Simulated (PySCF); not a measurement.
Dissociation curve of NaI, singlet.

Calculation: CCSD(T) on UHF/def2-SVP, 5 core orbitals frozen, def2 effective core potentials past Kr (PySCF).

Relative to R = 2.78 Å, what are the energies at R = 2.16, 2.98, 3.69, 4.04 Å?

38.4 kcal/mol at 2.16 Å, 2.0 kcal/mol at 2.98 Å, 19.9 kcal/mol at 3.69 Å, 29.4 kcal/mol at 4.04 Å.

The unrestricted determinant behind UCCSD(T) is spin-contaminated at 5.47 to 8.13 Å (<S²> up to 1.0, against 0.00 for a pure singlet).
